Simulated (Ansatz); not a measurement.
Mulliken charges of B₂H₂OZn, SMILES `[BH]1O[BH][Zn]1` from ωB97M-V/def2-TZVPP in Ansatz (PBE0-D4/def2-TZVP geometry).

```json
{"atom": "B1", "x (Å)": "-0.627", "y (Å)": "0.542", "z (Å)": "-0.897", "charge (e)": "0.027"}
{"atom": "O2", "x (Å)": "0.286", "y (Å)": "0.515", "z (Å)": "0.146", "charge (e)": "-0.194"}
{"atom": "B3", "x (Å)": "0.606", "y (Å)": "-0.629", "z (Å)": "0.863", "charge (e)": "0.027"}
{"atom": "Zn4", "x (Å)": "-0.811", "y (Å)": "-1.552", "z (Å)": "-0.460", "charge (e)": "-0.040"}
{"atom": "H5", "x (Å)": "-0.822", "y (Å)": "1.590", "z (Å)": "-1.442", "charge (e)": "0.089"}
{"atom": "H6", "x (Å)": "1.410", "y (Å)": "-0.530", "z (Å)": "1.744", "charge (e)": "0.089"}
```

Question: By hand: the dipole of these point charges (1 e Å = 4.8032 D).

Answer: Σ q r = (0.029, 0.054, 0.016) e Å, of length 0.063 e Å = 0.30 D.

Question: How does the dipole of the full density compare? (Estimate.)

Answer: Ansatz gave: (-0.152, -0.286, -0.084) e Å, 1.61 D; the point charges give 0.19 times that, at 180° from its direction, so they point the opposite way.

Point charges leave out the atoms' own dipoles, such as those of lone pairs, and Mulliken's split depends on the basis, so the two needn't agree.
